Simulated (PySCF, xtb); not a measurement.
C5H12S2, SMILES CSCCCSC. One conformer was computed; it need not be the lowest.

Harmonic wavenumbers (cm⁻¹) from GFN2-xTB (xtb) at its own minimum, in rising order: 34, 36, 81, 97, 98, 157, 158, 177, 208, 320, 369, 718, 733, 733, 773, 798, 826, 941, 945, 947, 949, 999, 1066, 1069, 1091, 1201, 1228, 1253, 1258, 1316, 1319, 1332, 1449, 1449, 1452, 1452, 1455, 1458, 1490, 2949, 2950, 2960, 2964, 2991, 3001, 3018, 3019, 3020, 3020, 3066, 3066.

**Question.** What does PBE0-D3(BJ)/def2-SVP in PySCF give at its own minimum? (Estimate from the structure and the level; the computed values follow.)

**Answer.** 42, 50, 83, 112, 116, 179, 180, 183, 223, 325, 407, 732, 751, 760, 769, 833, 837, 958, 962, 965, 974, 1017, 1085, 1090, 1097, 1209, 1260, 1279, 1305, 1331, 1336, 1382, 1438, 1438, 1454, 1454, 1461, 1464, 1478, 3042, 3045, 3049, 3049, 3067, 3098, 3102, 3129, 3151, 3151, 3179, 3179. Paired by order, the mean absolute difference is 37 cm⁻¹ and the zero-point energies are 99.3 and 101.9 kcal/mol.
